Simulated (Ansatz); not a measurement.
A nudged elastic band was laid between two geometries of a periodic cell of 29 atoms, Be27N2 (surface Be(0001), adsorbate N2).

Level of theory: Ansatz 0.2.0, DFT PBE-D3(BJ), scalar-relativistic, plane waves, PAW. Settings: cutoff 420 eV, k mesh 4x4x1, gaussian smearing 0.15 eV, no spin polarisation.

```
movable images  : 7
climbing image  : yes
spring          : 5.0 eV/Å²
optimiser       : lbfgs
start path      : IDPP
force threshold : 0.03 eV/Å
iteration limit : 12
end points      : relaxed
atoms held      : 1 to 9
```

Image 0:

```xyz
29
Lattice="6.8700 0.0000 0.0000 3.4350 5.9496 0.0000 0.0000 0.0000 14.5884" Properties=species:S:1:pos:R:3
Be 0.000 0.000 1.000
Be 2.290 0.000 1.000
Be 4.580 0.000 1.000
Be 1.145 1.983 1.000
Be 3.435 1.983 1.000
Be 5.725 1.983 1.000
Be 2.290 3.966 1.000
Be 4.580 3.966 1.000
Be 6.870 3.966 1.000
Be 0.001 1.320 2.821
Be 2.291 1.324 2.822
Be 4.578 1.321 2.821
Be 1.144 3.305 2.821
Be 3.436 3.304 2.822
Be 5.725 3.307 2.821
Be 2.291 5.290 2.823
Be 4.578 5.289 2.822
Be 6.871 5.288 2.820
Be 0.000 0.001 4.645
Be 2.290 0.000 4.643
Be 4.579 0.000 4.644
Be 1.145 1.983 4.643
Be 3.435 1.983 4.645
Be 5.725 1.982 4.639
Be 2.290 3.966 4.644
Be 4.580 3.967 4.643
Be 6.871 3.967 4.637
N 5.829 3.415 8.270
N 6.927 3.349 8.337
```

Image 8:

```xyz
29
Lattice="6.8700 0.0000 0.0000 3.4350 5.9496 0.0000 0.0000 0.0000 14.5884" Properties=species:S:1:pos:R:3
Be 0.000 0.000 1.000
Be 2.290 0.000 1.000
Be 4.580 0.000 1.000
Be 1.145 1.983 1.000
Be 3.435 1.983 1.000
Be 5.725 1.983 1.000
Be 2.290 3.966 1.000
Be 4.580 3.966 1.000
Be 6.870 3.966 1.000
Be 0.000 1.324 2.821
Be 2.289 1.322 2.821
Be 4.581 1.321 2.822
Be 1.146 3.305 2.820
Be 3.436 3.307 2.823
Be 5.723 3.305 2.822
Be 2.288 5.288 2.821
Be 4.581 5.287 2.821
Be 6.871 5.290 2.822
Be 0.000 -0.001 4.639
Be 2.290 0.000 4.643
Be 4.580 0.000 4.645
Be 1.146 1.984 4.637
Be 3.435 1.983 4.644
Be 5.725 1.983 4.643
Be 2.289 3.967 4.644
Be 4.580 3.967 4.645
Be 6.870 3.966 4.643
N 6.974 1.432 8.270
N 8.072 1.366 8.337
```

(1) What changes between the two ends?

(2) What energy profile does the band end with?

(3) What is the geometry of the highest image?

The band took 5 iterations and about 19 core-minutes.

Answers

(1) The atom that moves furthest is N28, by 2.29 Å.

(2) It converged. The highest image is number 4 of 0 to 8, 0.001 eV above the ends, which have the same energy within 2 meV. The top lies less than 8 meV above the higher end, about what the thresholds resolve: that end is a shoulder or a very shallow well. The order of the stationary point at the top wasn't checked. Limits of this set-up: coarse k mesh, thin slab, slab without dipole correction.

```tsv
image	path coordinate (Å)	energy (eV)
0	0.00	0.000
1	0.41	0.000
2	0.82	0.000
3	1.23	0.001
4	1.64	0.001
5	2.04	0.001
6	2.45	0.000
7	2.86	0.000
8	3.27	0.000
```

(3) 
```xyz
29
Lattice="6.8700 0.0000 0.0000 3.4350 5.9496 0.0000 0.0000 0.0000 14.5884" Properties=species:S:1:pos:R:3
Be 0.000 0.000 1.000
Be 2.290 0.000 1.000
Be 4.580 0.000 1.000
Be 1.145 1.983 1.000
Be 3.435 1.983 1.000
Be 5.725 1.983 1.000
Be 2.290 3.966 1.000
Be 4.580 3.966 1.000
Be 6.870 3.966 1.000
Be 0.001 1.322 2.821
Be 2.290 1.323 2.821
Be 4.579 1.321 2.821
Be 1.145 3.305 2.820
Be 3.436 3.306 2.822
Be 5.724 3.306 2.821
Be 2.289 5.289 2.822
Be 4.580 5.288 2.821
Be 6.871 5.289 2.821
Be 0.000 0.000 4.642
Be 2.290 0.000 4.643
Be 4.580 0.000 4.645
Be 1.145 1.984 4.640
Be 3.435 1.983 4.645
Be 5.725 1.983 4.641
Be 2.289 3.966 4.644
Be 4.580 3.967 4.644
Be 6.870 3.967 4.640
N 6.401 2.419 8.469
N 7.493 2.358 8.337
```

The run took 11 min on 2 threads of Arm Neoverse V1 (shared host), peak memory 2.1 GiB.
